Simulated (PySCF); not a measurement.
**Computed properties of (E)-1-bromo-2-fluoroprop-1-ene (C3H4BrF), SMILES F/C(C)=C/Br**

C3H4BrF, SMILES F/C(C)=C/Br. Coordinates come from a B3LYP-D3(BJ)/def2-SVP optimisation. The values are those of a single conformer. All values are computed for the isolated molecule unless a solvent is named; none is compared with measurement here.

**Structure.** The optimised structure has Cs symmetry. All 21 harmonic modes at B3LYP-D3(BJ)/def2-SVP (PySCF) are real, so it is a minimum. With heavy atoms numbered as in [CH3:1]/[C:2]([F:3])=[CH:4]\[Br:5], the shortest bond between them is C2–C4 at 1.337 Å and the longest C4–Br5 at 1.889 Å.

**Vibrations.** The strongest infrared lines (harmonic, unscaled, degenerate partners summed) lie at 1171 cm⁻¹ (120 km/mol, H 59 %, C 31 %, F 10 %), 1738 cm⁻¹ (51 km/mol, C 95 %), 904 cm⁻¹ (51 km/mol, C 52 %, H 24 %, F 22 %). The softest mode is at 144 cm⁻¹ and the zero-point energy is 39.2 kcal/mol.

**Electronic structure.** PBE0/def2-TZVP (PySCF) places the frontier levels at -7.05 and -0.03 eV, a gap of 7.02 eV, and gives a dipole moment of 0.99 D and a mean polarisability of 56.6 bohr³. PBE/def2-TZVP (PySCF) at the same geometry gives -5.86 and -1.06 eV, so its gap is 2.22 eV narrower. An orbital gap is neither the optical nor the fundamental gap.

**Excitations.** TDDFT-PBE0/def2-SVPD (PySCF) has S1 at 5.30 eV (234 nm, f = 0.001, dark); the most intense of the 10 singlets computed lies at 6.46 eV (f = 0.29). T1 (TDA) is at 4.05 eV. TDDFT-PBE/def2-SVPD (PySCF) puts S1 at 4.93 eV. No vertical singlet excitation falls in the visible range (under 3.1 eV).

**NMR.** GIAO shifts at PBE0/pcSseg-1 (PySCF) (non-relativistic, atoms alike by connectivity averaged): ¹³C from 18.6 to 174.3 ppm against TMS; ¹H from 2.4 to 6.1 ppm against TMS; ¹⁹F at -93.2 ppm against CFCl3. Without spin–orbit terms, shifts of atoms bonded to Cl or Br come out too high.

**Solvation.** SMD-ωB97X/def2-SVP (PySCF) gives -0.2 kcal/mol in water, -4.0 kcal/mol in diethylether, -4.5 kcal/mol in dichloromethane (1 M in both phases, gas-phase geometry); of these solvents dichloromethane holds the molecule best.
